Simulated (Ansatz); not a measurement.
C2H3SSbSe (`[Se]=[C]1C[S][SbH]1`) at its PBE0-D4/def2-TZVP geometry, where that method's forces vanish. Total charge 0; spin multiplicity 1. Sb: def2 effective core potential.

| atom | x (Å) | y (Å) | z (Å) |
| --- | --- | --- | --- |
| Se1 | -1.064 | -2.349 | -0.174 |
| C2 | -0.216 | -0.846 | 0.074 |
| C3 | -0.729 | 0.537 | -0.173 |
| S4 | 0.219 | 1.586 | 1.007 |
| Sb5 | 1.682 | -0.367 | 1.022 |
| H6 | -0.470 | 0.834 | -1.196 |
| H7 | -1.809 | 0.639 | -0.044 |
| H8 | 2.387 | -0.034 | -0.515 |

**Question.** For each bond, give half the difference of the two atoms' forces along it (eV/Å; positive pushes the atoms apart) under PBE-D4, r2SCAN-D4, B3LYP-D4, ωB97M-V in def2-TZVPP. (An estimate is asked.)

**Answer.** Computed: 
```json
{"bond": "Se1–C2", "length (Å)": "1.744", "PBE-D4": "0.41", "r2SCAN-D4": "0.15", "B3LYP-D4": "0.19", "ωB97M-V": "-0.15"}
{"bond": "C2–C3", "length (Å)": "1.495", "PBE-D4": "-0.14", "r2SCAN-D4": "-0.03", "B3LYP-D4": "0.02", "ωB97M-V": "0.28"}
{"bond": "C2–Sb5", "length (Å)": "2.175", "PBE-D4": "0.19", "r2SCAN-D4": "0.12", "B3LYP-D4": "0.20", "ωB97M-V": "-0.12"}
{"bond": "C3–S4", "length (Å)": "1.842", "PBE-D4": "0.24", "r2SCAN-D4": "0.22", "B3LYP-D4": "0.33", "ωB97M-V": "0.06"}
{"bond": "C3–H6", "length (Å)": "1.097", "PBE-D4": "0.13", "r2SCAN-D4": "-0.02", "B3LYP-D4": "-0.13", "ωB97M-V": "-0.14"}
{"bond": "C3–H7", "length (Å)": "1.092", "PBE-D4": "0.10", "r2SCAN-D4": "-0.05", "B3LYP-D4": "-0.14", "ωB97M-V": "-0.13"}
{"bond": "S4–Sb5", "length (Å)": "2.440", "PBE-D4": "0.38", "r2SCAN-D4": "0.17", "B3LYP-D4": "0.39", "ωB97M-V": "-0.07"}
{"bond": "Sb5–H8", "length (Å)": "1.724", "PBE-D4": "0.25", "r2SCAN-D4": "0.05", "B3LYP-D4": "0.07", "ωB97M-V": "-0.16"}
```

B3LYP here is the variant with VWN-RPA as its local correlation; programs differ in this.
